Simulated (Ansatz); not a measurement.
Species: C3H6O, charge 0, multiplicity 1. SMILES: CCC=O
Geometry from a B3LYP-D3(BJ)/def2-TZVP (Ansatz, a quantum-chemistry and plane-wave program) optimisation:
```xyz
10

C     -1.5238     0.0613     0.0765
C     -0.3288    -0.3284    -0.7795
C      1.0078    -0.0772    -0.1359
O      1.1675     0.3908     0.9614
H     -1.5255    -0.4909     1.0163
H     -1.4953     1.1225     0.3239
H     -2.4572    -0.1461    -0.4476
H     -0.3236     0.2053    -1.7384
H     -0.3534    -1.3908    -1.0534
H      1.8839    -0.3607    -0.7585
```

Parts of the frozen-core correlation energy in cc-pVDZ (Ansatz, hartree). Frozen orbitals: 4; correlated occupied orbitals by spin: 12 and 12; virtual: 70 and 70. No spin-orbit coupling. No relativistic terms.

```
term                            value
-------------------------  ----------
reference (HF)             -191.96791
MP2 opposite-spin            -0.45407
MP2 same-spin                -0.14554
CCSD correlation             -0.64064
(T)                          -0.01958
T1 diagnostic                   0.013
largest doubles amplitude       0.055
```
